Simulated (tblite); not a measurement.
Start geometry of `C=C([CH][CH2+])C(C)=S` [radical] from a force field or distance geometry (Å):
```
atom  x, y, z in Å
C1     0.837    1.556   -0.260
C2     0.165    0.464   -0.033
C3     0.792   -0.888    0.143
C4     2.096   -0.833   -0.529
C5    -1.297    0.516    0.104
C6    -2.052   -0.746    0.365
S7    -2.097    1.956   -0.068
H8     0.242    2.484   -0.351
H9     1.918    1.588   -0.359
H10    0.813   -1.210    1.200
H11    2.856   -1.537   -0.183
H12    2.341   -0.154   -1.328
H13   -1.292   -1.484    0.753
H14   -2.474   -1.149   -0.576
H15   -2.854   -0.556    1.100
```

Question: What comes out of this run: GFN2-xTB geometry optimisation, gas phase (tblite)?

Answer: 
```
atom  x, y, z in Å
C1     0.7706    1.7095   -0.0086
C2     0.1845    0.4953   -0.0646
C3     0.9336   -0.7518   -0.1067
C4     2.1342   -0.8705   -0.6862
C5    -1.2856    0.4021   -0.0728
C6    -1.9895   -0.6358    0.6987
S7    -2.0375    1.4708   -1.0527
H8     0.1997    2.6212    0.0443
H9     1.8395    1.8043    0.0829
H10    0.4661   -1.6162    0.3430
H11    2.6768   -1.8003   -0.6499
H12    2.6080   -0.0563   -1.2100
H13   -1.5210   -0.7891    1.6711
H14   -1.9431   -1.5881    0.1614
H15   -3.0407   -0.3870    0.8282
```

The energy falls by 133.7 kJ/mol over 156 L-BFGS steps, the largest force on an atom goes from 6.11 to 0.009 eV/Å, and the atoms move by 0.632 Å rms after alignment. The bond that changes most is C3–C4 (ends: carbon bonded to 2 C and H; carbon bonded to C and 2 H), which shortens by 0.130 Å. Bonds longer at the end by more than 0.005 Å: 1 of 14; shorter: 11. Among the angles that change most is C2–C3–C4, from 106.5° to 123.4°. Among the dihedrals that turn most is C1–C2–C3–H10, from 104° to 149°. Rotational constants go from 4190, 1465, 1113 to 3649, 1492, 1206 MHz. The orientation of the end geometry is arbitrary; only internal coordinates are fixed.

On Arm Neoverse V2, one thread, shared host, this took 0.82 s.

Its GFN2-xTB frequencies are all real (lowest 53 cm⁻¹). 3 starts were optimised and ended at 0.00, 0.54 and -24.67 kcal/mol (GFN2-xTB); the lowest of these is shown.

One conformer stands for the species.

These are computed values.
